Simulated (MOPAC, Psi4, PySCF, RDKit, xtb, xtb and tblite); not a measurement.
Two geometries of SMILES C([SiH2]Cl)C(C)(C)C (C₅H₁₃ClSi), relaxed at GFN2-xTB with one dihedral held; other torsions can differ between them too.

Structure A

```
20

C      1.6823    -0.3470     1.0730
C      0.5797    -0.1078     0.0337
C      0.6305    -1.2334    -0.9996
C      0.8277     1.2391    -0.6462
C     -0.7744    -0.1016     0.7653
Si    -2.3806     0.3699    -0.1554
Cl    -2.3439     0.2438    -2.1764
H      1.6975     0.4522     1.8114
H      1.5239    -1.2899     1.5927
H      2.6574    -0.3837     0.5919
H      1.6109    -1.2660    -1.4705
H      0.4495    -2.1960    -0.5250
H     -0.1131    -1.0875    -1.7766
H      1.8234     1.2638    -1.0841
H      0.1053     1.4137    -1.4389
H      0.7519     2.0501     0.0754
H     -0.6931     0.5826     1.6137
H     -0.9146    -1.0940     1.2026
H     -3.4583    -0.5168     0.2838
H     -2.7147     1.7674     0.1261
```

Structure B

```
20

C     -1.6578    -0.3518     1.0840
C     -0.5519    -0.0865     0.0556
C     -0.5593    -1.2156    -0.9750
C     -0.8276     1.2494    -0.6347
C      0.7971    -0.0413     0.7925
Si     2.3545     0.4236    -0.2049
Cl     2.7928     2.3701     0.1321
H     -1.6978     0.4472     1.8214
H     -1.4808    -1.2903     1.6055
H     -2.6278    -0.4117     0.5950
H     -1.5311    -1.2772    -1.4603
H     -0.3565    -2.1712    -0.4960
H      0.1939    -1.0516    -1.7407
H     -1.8163     1.2459    -1.0890
H     -0.0953     1.4424    -1.4154
H     -0.7836     2.0658     0.0827
H      0.7039     0.6632     1.6237
H      0.9609    -1.0216     1.2463
H      2.2333     0.2592    -1.6519
H      3.4918    -0.3638     0.2730
```

Q: Which is lower in energy at the level B3LYP-D3(BJ)/def2-SVP // GFN2-xTB (Psi4 1.11), and by how much?

A: B is lower, by 0.66 kcal/mol (dihedral C2–C5–Si6–Cl7: 20° in A, 100° in B).

E(B) − E(A) in kcal/mol at the other levels, on the same two geometries: GFN2-xTB (xtb and tblite) -0.98; MMFF94 // GFN2-xTB (RDKit) -2.90; B3LYP/def2-SVP // GFN2-xTB (Psi4) -1.06; PBE/def2-SVP // GFN2-xTB (Psi4) -0.88; PBE-D3(BJ)/def2-SVP // GFN2-xTB (Psi4) -0.67; UFF // GFN2-xTB (RDKit) -3.29; AM1, restricted, heats of formation // GFN2-xTB (MOPAC) -1.02; PM6, restricted, heats of formation // GFN2-xTB (MOPAC) -0.06; GFN1-xTB // GFN2-xTB (xtb) -1.18; restricted B3LYP/6-31G*, spherical d, density fitting // GFN2-xTB (PySCF) -1.97; restricted BP86/6-31G*, spherical d, density fitting // GFN2-xTB (PySCF) -1.85; restricted MP2 (frozen core)/6-31G*, spherical d // GFN2-xTB (PySCF) -1.98; restricted Hartree-Fock/LANL2DZ, with its core potentials past Ne // GFN2-xTB (PySCF) -2.64.

MMFF94 has few fitted parameters for silicon.
